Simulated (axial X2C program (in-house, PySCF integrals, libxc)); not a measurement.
**Density and ELF of CoH⁺**

Calculated with an axial X2C code built on PySCF integrals. Two-component (2c) means X2C with spin–orbit coupling and atomic mean-field two-electron Coulomb and Gaunt terms. Basis: Co dyall-cv3z [9s10p6d3f2g], H dyall-v3z [6s2p1d] (cores contracted in-house); Gaussian nuclei, density fitting, unrestricted open shells. Masses: Co 58.933 u, H 1.008 u.

PBE0, 2c, state Ω = 9/2 (⟨Sz⟩ = 1.50, ⟨Lz⟩ = 3.00 at PBE0); Co at z = 0, H at z = 1.514 Å.

The maps cover the half plane through the axis: z from -2.4 to 3.6 Å along the bond, ρ from 0.15 to 2.25 Å away from it.

log10 of the density in e/bohr³:

```
 ρ\z  -2.4  -1.8  -1.2  -0.6   0.0   0.6   1.2   1.8   2.4   3.0   3.6
0.15  -4.3  -3.2  -2.0  -0.3   1.4  -0.3  -0.8  -1.0  -2.1  -3.3  -4.3
0.45  -4.3  -3.2  -2.1  -0.7   0.2  -0.7  -1.1  -1.4  -2.3  -3.4  -4.4
0.75  -4.4  -3.4  -2.3  -1.3  -0.8  -1.2  -1.5  -1.8  -2.6  -3.5  -4.5
1.05  -4.6  -3.6  -2.7  -1.9  -1.5  -1.7  -1.9  -2.3  -2.9  -3.8  -4.7
1.35  -4.8  -3.9  -3.0  -2.4  -2.1  -2.2  -2.4  -2.7  -3.3  -4.0  -4.9
1.65  -5.0  -4.2  -3.4  -2.9  -2.6  -2.7  -2.8  -3.2  -3.7  -4.4  -5.2
1.95  -5.3  -4.5  -3.8  -3.4  -3.1  -3.2  -3.3  -3.6  -4.1  -4.8  -5.5
2.25  -5.6  -4.9  -4.3  -3.8  -3.6  -3.6  -3.8  -4.1  -4.5  -5.2  -5.9
```

Electron localisation function (collinear form, no current term, damped to 0 at low density):

```
 ρ\z  -2.4  -1.8  -1.2  -0.6   0.0   0.6   1.2   1.8   2.4   3.0   3.6
0.15  0.00  0.01  0.04  0.52  0.59  0.44  0.98  1.00  1.00  0.44  0.00
0.45  0.00  0.01  0.04  0.36  0.76  0.28  0.95  1.00  1.00  0.29  0.00
0.75  0.00  0.01  0.05  0.18  0.33  0.17  0.87  1.00  0.98  0.11  0.00
1.05  0.00  0.01  0.04  0.10  0.13  0.16  0.74  0.97  0.88  0.02  0.00
1.35  0.00  0.00  0.03  0.08  0.10  0.18  0.58  0.87  0.38  0.00  0.00
1.65  0.00  0.00  0.02  0.06  0.09  0.15  0.38  0.43  0.04  0.00  0.00
1.95  0.00  0.00  0.01  0.03  0.05  0.09  0.13  0.04  0.00  0.00  0.00
2.25  0.00  0.00  0.00  0.01  0.02  0.02  0.01  0.00  0.00  0.00  0.00
```

Axial spin density in 10⁻³ e/bohr³:

```
 ρ\z  -2.4  -1.8  -1.2  -0.6    0.0   0.6   1.2  1.8  2.4  3.0  3.6
0.15   0.0   0.0   1.5  94.6  824.2  80.5  -8.3  0.6  0.3  0.1  0.0
0.45   0.0   0.0   1.0  34.0  247.8  28.8  -1.5  0.8  0.3  0.1  0.0
0.75   0.0   0.0   0.7  11.9   51.1  13.8   1.7  0.8  0.2  0.0  0.0
1.05   0.0   0.0   0.5   4.7   13.9   6.8   1.7  0.5  0.1  0.0  0.0
1.35   0.0   0.0   0.3   1.9    4.4   2.9   1.0  0.3  0.1  0.0  0.0
1.65   0.0   0.0   0.1   0.7    1.4   1.1   0.5  0.1  0.0  0.0  0.0
1.95   0.0   0.0   0.1   0.2    0.5   0.4   0.2  0.1  0.0  0.0  0.0
2.25   0.0   0.0   0.0   0.1    0.2   0.1   0.1  0.0  0.0  0.0  0.0
```

Occupations by symmetry block were frozen at the best pattern of an incomplete PBE0 search. Density functionals use the spin component along the axis (collinear). The functionals have no current-density term, which raises determinants with orbital currents, atoms included. With several unpaired electrons one determinant need not be a pure state. A state of lower Ω lies just above, and one determinant can place such states too high, so the state shown need not be the lowest. The search has Ω = 3/2 only 0.01 eV up. The lowest spin-free determinant has another configuration (M_S = 3/2, Λ = 0), so the order of states is uncertain and this need not be the ground state.
